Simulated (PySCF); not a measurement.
Write Cartesian coordinates for `[F][Re]([F])([F])([F])([F])[F]` [radical] as optimised with PBE0-D3(BJ)/def2-SVP. (Doublet state.)

```
atom  x, y, z in Å
Re1    0.0003    0.0005    0.0004
F2    -0.0311    0.0270    1.8351
F3     0.0272   -0.0293   -1.8344
F4     1.8347    0.0295   -0.0272
F5    -1.8343   -0.0286    0.0264
F6     0.0294    1.8345    0.0286
F7    -0.0262   -1.8336   -0.0290
```

Orientation and origin are arbitrary. Atoms count from 1 in this order. Re1 (rhenium bonded to 6 F) is octahedral (the three widest angles are 179.9°, 179.9° and 179.8°, the others run from 88.2° to 91.8°). All 6 F–Re bonds measure 1.834 to 1.835 Å.

Bonds between heavy atoms (Å): Re1–F2 1.835, Re1–F3 1.835, Re1–F4 1.835, Re1–F5 1.835, Re1–F6 1.834, Re1–F7 1.835.

Method used: PySCF, PBE0-D3(BJ)/def2-SVP geometry optimisation, gas phase, def2 core potentials past Kr.

No frequency check. ⟨S²⟩ = 0.753 (exact for a doublet: 0.75).

The run took 2.6 min of wall time on Arm Neoverse V1, one thread (shared host). That covers the optimisation of the geometry.

For an open-shell metal species like this, the optimisation's SCF solution wasn't tested for stability and no frequencies at its level were run, so a lower state or another shape may exist.
